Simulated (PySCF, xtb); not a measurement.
Si(F)2(Me)(NCO) (C2H3F2NOSi), SMILES [Si](F)(C)(F)N=C=O. One conformer was computed; it need not be the lowest.

Harmonic wavenumbers (cm⁻¹) from xtb with GFN2-xTB at its own minimum, in rising order: 22, 65, 74, 160, 170, 229, 232, 271, 495, 500, 614, 774, 818, 849, 895, 909, 1384, 1461, 1462, 1543, 2519, 3038, 3044, 3048.

What does PBE-D3(BJ)/def2-SVP (PySCF) give at its own minimum? (The exact figures need the calculation; the answer reports its results.)

39, 43, 129, 203, 203, 284, 295, 348, 557, 584, 588, 720, 758, 793, 892, 949, 1237, 1375, 1378, 1497, 2416, 2989, 3093, 3094. Paired by order, the mean absolute difference is 57 cm⁻¹ and the zero-point energies are 35.1 and 35.0 kcal/mol.
